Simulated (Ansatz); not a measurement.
Ansatz (a quantum-chemistry and plane-wave program) input:

Ansatz 0.2 input:
```yaml
crystal:
  periodic: [false, false, false]
  atoms:
    - {symbol: F, position_ang: [-0.04831656, 2.29434428, -0.18131108]}
    - {symbol: Si, position_ang: [-0.01423817, 0.88829515, 0.58571836]}
    - {symbol: I, position_ang: [-2.05140296, -0.35434366, -0.04794876]}
    - {symbol: I, position_ang: [2.06336868, -0.26990598, -0.07598062]}
basis:
  gaussian:
    orbitals: def2-TZVPD
hamiltonian:
  xc: {name: CAM-B3LYP}
magnetization: {spin_polarized: true, initial_magnetization: 1}
output: {forces: true}
```

Problem. Which total energy does the run end on?

Solution. -984.90161 Eh (CAM-B3LYP/def2-TZVPD). The basis has 201 functions.

It need not be the lowest isomer of its formula.
